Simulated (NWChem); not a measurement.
System: MgCl2; SMILES [Cl][Mg][Cl]

NWChem printed, in part:

```
             Northwest Computational Chemistry Package (NWChem) 7.3.0
             --------------------------------------------------------

                             Geometry "geometry" -> ""
                             -------------------------

 Output coordinates in angstroms (scale by  1.889725989 to convert to a.u.)

  No.       Tag          Charge          X              Y              Z
 ---- ---------------- ---------- -------------- -------------- --------------
    1 Mg                  12.0000     0.00000000     0.00000000     0.04193500
    2 Cl                  17.0000     2.19297800     0.00000000     0.04213500
    3 Cl                  17.0000    -2.19297800     0.00000000     0.04213500

 Effective nuclear repulsion energy (a.u.)     133.3211866122

                              NWChem Property Module
                              ----------------------

  itol2e modified to match energy
  convergence criterion.

                                 NWChem DFT Module
                                 -----------------

 Summary of "ao basis" -> "ao basis" (spherical)
 ------------------------------------------------------------------------------
       Tag                 Description            Shells   Functions and Types
 ---------------- ------------------------------  ------  ---------------------
 Mg                         pcsseg-3                17       47   6s8p2d1f
 Cl                         pcsseg-3                22       76   6s9p4d2f1g

  itol2e modified to match energy
  convergence criterion.

            General Information
            -------------------
          SCF calculation type: DFT
          Wavefunction type:  closed shell.
          No. of atoms     :     3
          No. of electrons :    46
           Alpha electrons :    23
            Beta electrons :    23
          Charge           :     0
          Spin multiplicity:     1
          Use of symmetry is: off; symmetry adaption is: off
          Maximum number of iterations: 150
          AO basis - number of functions:   199
                     number of shells:    61
          Convergence on energy requested:  1.00D-07
          Convergence on density requested:  1.00D-05
          Convergence on gradient requested:  5.00D-04

              XC Information
              --------------
                         B3LYP Method XC Potential
                     Hartree-Fock (Exact) Exchange  0.200
                        Slater Exchange Functional  0.800 local
                    Becke 1988 Exchange Functional  0.720 non-local
              Lee-Yang-Parr Correlation Functional  0.810
                  VWN I RPA Correlation Functional  0.190 local

             Grid Information
             ----------------
          Grid used for XC integration:  fine
          Radial quadrature: Mura-Knowles
          Angular quadrature: Lebedev.
          Tag              B.-S. Rad. Rad. Pts. Rad. Cut. Ang. Pts.
          ---              ---------- --------- --------- ---------
          Mg                  1.50      123          11.0       770
          Cl                  1.00      123          13.0       770
          Grid pruning is: on
          Number of quadrature shells:   369
          Spatial weights used:  Erf1

      Superposition of Atomic Density Guess
      -------------------------------------

 Sum of atomic energies:       -1118.59031336

      Non-variational initial energy
      ------------------------------

 Total energy =   -1118.795571
 1-e energy   =   -1815.141311
 2-e energy   =     563.024554
 HOMO         =      -0.457894
 LUMO         =      -0.084112

------------------------------------------------------------
EAF file 0: "./job.aoints.0" size=118489088 bytes
------------------------------------------------------------
               write      read    awrite     aread      wait
               -----      ----    ------     -----      ----
     calls:      226         0         0         0         0
   data(b): 1.18e+08  0.00e+00  0.00e+00  0.00e+00
   time(s): 0.00e+00  0.00e+00  0.00e+00  0.00e+00  0.00e+00
rate(mb/s): 0.00e+00  0.00e+00
------------------------------------------------------------

   convergence    iter        energy       DeltaE   RMS-Dens  Diis-err
 ---------------- ----- ----------------- --------- --------- ---------
 d= 0,ls=0.0,diis     1  -1120.6946788174 -1.25D+03  3.22D-03  2.24D+00
 d= 0,ls=0.0,diis     2  -1120.7062007425 -1.15D-02  2.67D-03  3.66D-01
 d= 0,ls=0.0,diis     3  -1120.7193573927 -1.32D-02  1.13D-03  2.99D-01
 d= 0,ls=0.0,diis     4  -1120.7538682162 -3.45D-02  8.55D-05  5.52D-04
 d= 0,ls=0.0,diis     5  -1120.7539712358 -1.03D-04  1.04D-05  1.63D-05
  Resetting Diis
 d= 0,ls=0.0,diis     6  -1120.7539734389 -2.20D-06  2.58D-06  1.71D-06
 d= 0,ls=0.0,diis     7  -1120.7539735796 -1.41D-07  6.60D-07  1.88D-08
 d= 0,ls=0.0,diis     8  -1120.7539735803 -6.91D-10  2.63D-07  1.59D-08

         Total DFT energy =    -1120.753973580297
      One electron energy =    -1817.524456896295
           Coulomb energy =      636.612084670738
    Exchange-Corr. energy =      -73.162787966938
 Nuclear repulsion energy =      133.321186612198

 Numeric. integr. density =       45.999999996870

                       DFT Final Molecular Orbital Analysis
                       ------------------------------------

 Vector   21  Occ=2.000000D+00  E=-3.246748D-01
              MO Center=  1.2D-06, -8.4D-10,  4.2D-02, r^2= 5.7D+00
   Bfn.  Coefficient  Atom+Function         Bfn.  Coefficient  Atom+Function
  ----- ------------  ---------------      ----- ------------  ---------------
    73      0.285433  2 Cl py               149      0.285433  3 Cl py
    76      0.262813  2 Cl py               152      0.262812  3 Cl py
    70      0.157375  2 Cl py               146      0.157375  3 Cl py
    79      0.084714  2 Cl py               155      0.084714  3 Cl py
    26      0.078966  1 Mg py                64     -0.076339  2 Cl py

 Vector   22  Occ=2.000000D+00  E=-3.203732D-01
              MO Center= -1.0D-06, -7.4D-08,  4.2D-02, r^2= 5.8D+00
   Bfn.  Coefficient  Atom+Function         Bfn.  Coefficient  Atom+Function
  ----- ------------  ---------------      ----- ------------  ---------------
    74      0.293689  2 Cl pz               150     -0.293689  3 Cl pz
    77      0.266646  2 Cl pz               153     -0.266647  3 Cl pz
    71      0.160009  2 Cl pz               147     -0.160009  3 Cl pz
    80      0.102042  2 Cl pz               156     -0.102042  3 Cl pz
    65     -0.078251  2 Cl pz               141      0.078252  3 Cl pz

[...]

          -----------------------------------------
          Chemical Shielding Tensors (GIAO, in ppm)
          -----------------------------------------

                                NWChem CPHF Module
                                ------------------

  scftype          =     RHF
  nclosed          =       23
  nopen            =        0
  variables        =     4048
  # of vectors     =        3
  tolerance        = 0.10D-03
  level shift      = 0.00D+00
  max iterations   =       50
  max subspace     =       30

 SCF residual:    1.1440521526982980E-005

Iterative solution of linear equations
  No. of variables     4048
  No. of equations        3
  Maximum subspace       30
        Iterations       50
       Convergence  1.0D-04

   iter   nsub   residual    time
   ----  ------  --------  ---------
     1      3    2.62D-01     249.0
     2      6    4.70D-03     278.8
     3      9    1.77D-04     305.8
     4     12    1.40D-05     331.7

------------------------------------------------------------
EAF file 0: "./job.aoints.0" size=248512512 bytes
------------------------------------------------------------
               write      read    awrite     aread      wait
               -----      ----    ------     -----      ----
     calls:      474         0         0         0         0
   data(b): 2.49e+08  0.00e+00  0.00e+00  0.00e+00
   time(s): 0.00e+00  0.00e+00  0.00e+00  0.00e+00  0.00e+00
rate(mb/s): 0.00e+00  0.00e+00
------------------------------------------------------------

      Atom:    1  Mg
        Diamagnetic
    716.1679     -0.0000      0.0000
     -0.0000    706.1229     -0.0000
      0.0000     -0.0000    706.1229

        Paramagnetic
     -0.0000      0.0000     -0.0000
      0.0000   -315.3477      0.0000
     -0.0000      0.0000   -315.3477

        Total Shielding Tensor
    716.1679      0.0000     -0.0000
      0.0000    390.7752      0.0000
     -0.0000      0.0000    390.7752

           isotropic =     499.2395
          anisotropy =     325.3927

          Principal Components and Axis System
                 1           2           3
              716.1679    390.7752    390.7752

      1         1.0000      0.0000     -0.0000
      2         0.0000      0.0165      0.9999
      3        -0.0000      0.9999     -0.0165

      Atom:    2  Cl
        Diamagnetic
   1151.8090      0.0000      0.0005
      0.0000   1146.8145     -0.0000
      0.0005     -0.0000   1146.8145

        Paramagnetic
     -0.0000      0.0000      0.0083
      0.0000   -122.6287     -0.0000
      0.0083     -0.0000   -122.6286

        Total Shielding Tensor
   1151.8090      0.0000      0.0088
      0.0000   1024.1858     -0.0000
      0.0088     -0.0000   1024.1859

           isotropic =    1066.7269
          anisotropy =     127.6232

          Principal Components and Axis System
                 1           2           3
             1151.8090   1024.1859   1024.1858

      1         1.0000     -0.0001     -0.0000
      2         0.0000     -0.0029      1.0000
      3         0.0001      1.0000      0.0029
```

Level: B3LYP/pcSseg-3, GIAO. All runs use the structure optimised with PBE0/def2-SVP. B3LYP is NWChem's, with the RPA form of VWN correlation. The printed shielding anisotropy is the first printed principal value minus the mean of the other two.

Question: Write an input that gives this output.

Answer: Several could match; the one computed here: the input that was run:
```
start job
memory heap 200 mb stack 900 mb global 1100 mb
geometry units angstroms noautosym nocenter noautoz
  Mg     0.000000     0.000000     0.041935
  Cl     2.192978     0.000000     0.042135
  Cl    -2.192978     0.000000     0.042135
end
basis spherical
  * library pcsseg-3
end
dft
  xc b3lyp
  iterations 150
  semidirect filesize 400000000
end
property
  shielding 2 1 2
end
task dft property
```
